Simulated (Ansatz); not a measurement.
Ansatz (a program for electronic structure) job for YCl3, SMILES [Y]([Cl])([Cl])[Cl], r2SCAN-D4/def2-SVP. 

Ansatz 0.2 input:
```yaml
crystal:
  periodic: [false, false, false]
  atoms:
    - {symbol: Y, position_ang: [-0.00000000, 0.00000000, 0.75018416]}
    - {symbol: Cl, position_ang: [1.74210471, -1.00580462, -0.57367024]}
    - {symbol: Cl, position_ang: [-1.74210471, -1.00580463, -0.57367024]}
    - {symbol: Cl, position_ang: [0.00000000, 2.01160925, -0.57367024]}
basis:
  gaussian:
    orbitals: def2-SVP
hamiltonian:
  xc: r2scan
  dispersion: d4
relax: {f_tol: 0.002, max_steps: 200}
```

Program output:

```
Functional definition: r2SCAN
integrals: 0.04 GiB planned
874 factors; their error is unknown
mean field: 0.23 GiB planned
mean field evaluation 1: about -38602.1173 eV, gradient 2.6e1 eV
mean field evaluation 2: about -38596.7908 eV, gradient 5.1e1 eV
mean field evaluation 4: about -38603.9710 eV, gradient 2.4e0 eV
mean field evaluation 8: about -38603.9402 eV, gradient 3.8e-2 eV
mean field -38603.94021191 eV, -1418.6686360971 hartree, gradient 5.4e-5 eV, S^2 0.000000; 0 other end points of the search recorded, 0 dependent functions left out
the calculation of the forces begins
reference -38603.94023611 eV, -1418.6686369866 hartree; 31, 31 occupied and 54, 54 virtual orbitals, 874 factors
relax step   1: F+E_penalty+E_count = -38603.97189776 eV  Δ(F+E_penalty+E_count) = +0.000e0 eV  max|allowed force component| = 1.213e0 eV/Å  Δτ_max = 0.0000 Å  (27 SCF iters, accepted)
these checks for a lower state are left out or cut short: starts, cluster_reference, orbital_swaps, neighbouring_geometries, increment
integrals: 0.04 GiB planned
874 factors; their error is unknown
mean field: 0.23 GiB planned
mean field evaluation 16: about -38603.9703 eV, gradient 1.2e1 eV
mean field -38604.36363011 eV, -1418.6841964290 hartree, gradient 3.0e-6 eV, S^2 0.000000; 0 other end points of the search recorded, 0 dependent functions left out
the calculation of the forces begins
reference -38604.36365530 eV, -1418.6841973547 hartree; 31, 31 occupied and 54, 54 virtual orbitals, 874 factors
relax step   2: F+E_penalty+E_count = -38604.39408880 eV  Δ(F+E_penalty+E_count) = -4.222e-1 eV  max|allowed force component| = 7.858e-1 eV/Å  Δτ_max = 0.1999 Å  (34 SCF iters, accepted)
these checks for a lower state are left out or cut short: starts, cluster_reference, orbital_swaps, neighbouring_geometries, increment
integrals: 0.04 GiB planned
874 factors; their error is unknown
mean field: 0.23 GiB planned
mean field evaluation 32: about -38604.5465 eV, gradient 2.5e-6 eV
mean field -38604.54653791 eV, -1418.6909181667 hartree, gradient 2.5e-6 eV, S^2 0.000000; 0 other end points of the search recorded, 0 dependent functions left out
the calculation of the forces begins
reference -38604.54656323 eV, -1418.6909190974 hartree; 31, 31 occupied and 54, 54 virtual orbitals, 874 factors
relax step   3: F+E_penalty+E_count = -38604.57594431 eV  Δ(F+E_penalty+E_count) = -1.819e-1 eV  max|allowed force component| = 4.547e-1 eV/Å  Δτ_max = 0.1910 Å  (34 SCF iters, accepted)
these checks for a lower state are left out or cut short: starts, cluster_reference, orbital_swaps, neighbouring_geometries, increment
integrals: 0.04 GiB planned
874 factors; their error is unknown
mean field: 0.22 GiB planned
mean field -38604.62863940 eV, -1418.6939353408 hartree, gradient 2.8e-6 eV, S^2 0.000000; 0 other end points of the search recorded, 0 dependent functions left out
the calculation of the forces begins
reference -38604.62866450 eV, -1418.6939362631 hartree; 31, 31 occupied and 54, 54 virtual orbitals, 874 factors
relax step   4: F+E_penalty+E_count = -38604.65702672 eV  Δ(F+E_penalty+E_count) = -8.108e-2 eV  max|allowed force component| = 3.738e-1 eV/Å  Δτ_max = 0.2000 Å  (34 SCF iters, accepted)
these checks for a lower state are left out or cut short: starts, cluster_reference, orbital_swaps, neighbouring_geometries, increment
integrals: 0.04 GiB planned
874 factors; their error is unknown
mean field: 0.22 GiB planned
mean field -38604.67073087 eV, -1418.6954821740 hartree, gradient 2.5e-6 eV, S^2 0.000000; 0 other end points of the search recorded, 0 dependent functions left out
the calculation of the forces begins
reference -38604.67075568 eV, -1418.6954830854 hartree; 31, 31 occupied and 54, 54 virtual orbitals, 874 factors
relax step   5: F+E_penalty+E_count = -38604.69876293 eV  Δ(F+E_penalty+E_count) = -4.174e-2 eV  max|allowed force component| = 8.140e-2 eV/Å  Δτ_max = 0.2000 Å  (35 SCF iters, accepted)
these checks for a lower state are left out or cut short: starts, cluster_reference, orbital_swaps, neighbouring_geometries, increment
integrals: 0.04 GiB planned
874 factors; their error is unknown
mean field: 0.22 GiB planned
mean field -38604.67963684 eV, -1418.6958094620 hartree, gradient 2.5e-5 eV, S^2 0.000000; 0 other end points of the search recorded, 0 dependent functions left out
the calculation of the forces begins
reference -38604.67966143 eV, -1418.6958103657 hartree; 31, 31 occupied and 54, 54 virtual orbitals, 874 factors
relax step   6: F+E_penalty+E_count = -38604.70751891 eV  Δ(F+E_penalty+E_count) = -8.756e-3 eV  max|allowed force component| = 1.691e-2 eV/Å  Δτ_max = 0.1515 Å  (34 SCF iters, accepted)
these checks for a lower state are left out or cut short: starts, cluster_reference, orbital_swaps, neighbouring_geometries, increment
integrals: 0.04 GiB planned
874 factors; their error is unknown
mean field: 0.22 GiB planned
mean field evaluation 64: about -38604.6802 eV, gradient 4.3e-5 eV
mean field -38604.68019844 eV, -1418.6958301006 hartree, gradient 2.7e-6 eV, S^2 0.000000; 0 other end points of the search recorded, 0 dependent functions left out
the calculation of the forces begins
reference -38604.68022301 eV, -1418.6958310036 hartree; 31, 31 occupied and 54, 54 virtual orbitals, 874 factors
relax step   7: F+E_penalty+E_count = -38604.70806539 eV  Δ(F+E_penalty+E_count) = -5.465e-4 eV  max|allowed force component| = 4.169e-3 eV/Å  Δτ_max = 0.0391 Å  (30 SCF iters, accepted)
these checks for a lower state are left out or cut short: starts, cluster_reference, orbital_swaps, neighbouring_geometries, increment
integrals: 0.04 GiB planned
874 factors; their error is unknown
mean field: 0.22 GiB planned
mean field -38604.68022552 eV, -1418.6958310959 hartree, gradient 2.4e-5 eV, S^2 0.000000; 0 other end points of the search recorded, 0 dependent functions left out
the calculation of the forces begins
reference -38604.68025010 eV, -1418.6958319989 hartree; 31, 31 occupied and 54, 54 virtual orbitals, 874 factors
relax step   8: F+E_penalty+E_count = -38604.70809522 eV  Δ(F+E_penalty+E_count) = -2.983e-5 eV  max|allowed force component| = 7.780e-4 eV/Å  Δτ_max = 0.0090 Å  (30 SCF iters, accepted)
these checks for a lower state are left out or cut short: starts, cluster_reference, orbital_swaps, neighbouring_geometries, increment
integrals: 0.04 GiB planned
874 factors; their error is unknown
mean field: 0.22 GiB planned
mean field -38604.68022737 eV, -1418.6958311639 hartree, gradient 1.8e-5 eV, S^2 0.000000; 0 other end points of the search recorded, 0 dependent functions left out
the calculation of the forces begins
reference -38604.68025195 eV, -1418.6958320670 hartree; 31, 31 occupied and 54, 54 virtual orbitals, 874 factors
relax step   9: F+E_penalty+E_count = -38604.70809633 eV  Δ(F+E_penalty+E_count) = -1.103e-6 eV  max|allowed force component| = 8.795e-4 eV/Å  Δτ_max = 0.0024 Å  (23 SCF iters, accepted)
integrals: 0.04 GiB planned
874 factors; their error is unknown
mean field: 0.22 GiB planned
mean field evaluation 96: about -38604.6802 eV, gradient 1.3e-3 eV
mean field -38604.68022737 eV, -1418.6958311639 hartree, gradient 1.8e-5 eV, S^2 0.000000; 1 other end points of the search recorded, 0 dependent functions left out
the calculation of the forces begins
reference -38604.68025195 eV, -1418.6958320670 hartree; 31, 31 occupied and 54, 54 virtual orbitals, 874 factors
Total energy: -38604.70812090 eV, -1418.6968562320 hartree
Atom 0 at    -0.000144     0.000083    -0.242834 Å, force    -0.000004     0.000002     0.000047 eV/Å
Atom 1 at     2.115944    -1.221641    -0.242503 Å, force    -0.000754     0.000436    -0.000016 eV/Å
Atom 2 at    -2.116036    -1.221965    -0.242745 Å, force     0.000760     0.000442    -0.000016 eV/Å
Atom 3 at     0.000235     2.443523    -0.242745 Å, force    -0.000002    -0.000879    -0.000016 eV/Å
Dipole moment:    -0.000217     0.000125    -0.000250 e Å
```

The run converged.
